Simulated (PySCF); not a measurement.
# Computed NMR parameters against published values

Atoms are numbered as in `[CH2:1]=[C:2]([CH3:3])[c:4]1[cH:5][cH:6][cH:7][cH:8][cH:9]1`. Each H is labelled by its parent atom. Ha(C1) is cis to C3; Hb(C1) is trans to C3.

Computational details: shieldings: GIAO PBE0/pcSseg-1, coordinates at the PBE0-D3(BJ)/def2-SVP level, in PySCF 2.14 (non-relativistic, isolated molecule, averaged over atoms made equivalent by symmetry, fast rotation or ring inversion, a single conformation).

Reference values: estimated from measurements, as parent shift plus tabulated substituent increment (solution, not stated per compound (mostly CDCl3 or CCl4); Pretsch, Buehlmann, Badertscher, Structure Determination of Organic Compounds, 4th ed. (2009)).
| atoms | quantity | reference | computed | computed, scaled |
| --- | --- | --- | --- | --- |
| C6/C8 | δ $^{13}$C | 128.1 | 133.6 | 128.5 |
| C7 | δ $^{13}$C | 127.3 | 133.3 | 128.2 |
| C5/C9 | δ $^{13}$C | 125.4 | 130.7 | 125.6 |

Computed shifts are σ(ref) − σ with the named reference compound (TMS for H and C) calculated as an isolated molecule at the same level. The measured values may be among those fitted. Expected solution values come from regression of measured δ (H and C: mostly CDCl3, vs TMS) on computed σ: $^{13}$C (scatter 1.9 ppm rms, 2.3 ppm with the 23 outliers that the fit left out). A few per cent of atoms miss by over 2 rms, more outside the fitted compound classes.

Q: How far are the unscaled $^{13}$C shifts from the references?

A: Mean signed difference +5.60 ppm, mean absolute 5.60 ppm over 3 comparisons; the largest is +6.0 ppm at C7 (aromatic CH).
